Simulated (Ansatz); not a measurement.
# A ladder of methods for SnH2F (SMILES [F][SnH2])

The species is SnH2F (4 atoms), meant as a doublet with charge 0. As SMILES, `[F][SnH2]`. The shape is that of a PBE0-D4/def2-TZVP optimisation.

```xyz
4

F    -1.5526   -0.1900    0.6407
Sn    0.0283   -0.2422   -0.4683
H     1.1841   -1.0544    0.5241
H     0.3957    1.4262   -0.7167
```

Each level gives the vertical ionisation energy (to the singlet cation) (eV). The values are calculated.

```csv
level,kind,program,value (eV),less FCI/STO-3G,CPU time (all runs)
UHF/STO-3G,Hartree–Fock,Ansatz,5.63,+0.99,1 s
U-revPBE/STO-3G,GGA,Ansatz,5.53,+0.89,3.9 s
UBLYP/STO-3G,GGA,Ansatz,5.43,+0.79,4.1 s
U-r2SCAN/STO-3G,meta-GGA,Ansatz,5.76,+1.12,11 s
U-wB97M-V/STO-3G,range-separated hybrid,Ansatz,5.62,+0.98,46 s
UCAM-B3LYP/STO-3G,range-separated hybrid,Ansatz,5.86,+1.22,4.9 s
UMP2/STO-3G,perturbation theory,Ansatz,5.02,+0.38,1.1 s
FCI/STO-3G,exact in the basis,Ansatz,4.64,0.00,11 s
```

FCI/STO-3G is exact within its basis and frozen core, so for wave-function methods in that basis the difference is their error; functionals converge differently with the basis, so for them it is only a difference. All-electron rows without a relativistic Hamiltonian named are non-relativistic. Spin-orbit coupling, which can split open shells on such heavy atoms by tenths of an eV, is left out. The values span 4.64 to 5.86 eV. All rows use very small basis sets, so none should be taken for the real molecule's value. In the correlated wave-function rows the outer d shell of Sn is correlated, in sets not made for it. In so small a basis fixed costs decide the times, and correlated methods can beat functionals. CPU times are rough (shared hosts, several kinds of processor and program).
